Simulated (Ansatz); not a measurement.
Correlation energies of `[NH2][Al]([NH2])[SiH2][SiH3]` by basis set

Cartesian coordinates in Å:
```
N 1.913 -2.005 0.841
Al 1.040 -0.490 0.571
N 1.049 0.782 1.802
Si -0.244 -0.100 -1.467
Si -2.205 1.059 -0.943
H 1.938 -2.758 0.173
H 2.451 -2.248 1.657
H 1.536 0.763 2.683
H 0.552 1.653 1.702
H -0.617 -1.366 -2.166
H 0.516 0.729 -2.451
H -3.014 1.416 -2.141
H -3.055 0.243 -0.032
H -1.860 2.321 -0.228
```

The species carries charge 0 and has multiplicity 1. The structure was optimised at the PBE0-D4/def2-TZVP level. It is one conformer, not always the lowest. Frozen core, restricted reference, the Gaussian-basis code of Ansatz. CBS rows extrapolate triple and quadruple zeta; past MP2 they add the triple-zeta difference.

```csv
basis,HF (Eh),MP2 corr.,CCSD corr.,(T),CCSD(T) total
def2-SVP,?,-0.60874,-0.67998,-0.01782,?
def2-TZVPP,-934.08126,?,?,-0.03092,?
def2-QZVPP,-934.11220,-0.81895,–,–,–
CBS(def2),?,-0.86011,-0.92535,as TZ,?
```

Fill in the withheld values. (Best estimate.)

The calculation gave: def2-SVP HF (Eh): -933.65139; def2-SVP CCSD(T) total: -934.34919; def2-TZVPP MP2 corr.: -0.76340; def2-TZVPP CCSD corr.: -0.82865; def2-TZVPP CCSD(T) total: -934.94083; CBS(def2) HF (Eh): -934.11646; CBS(def2) CCSD(T) total: -935.07273.
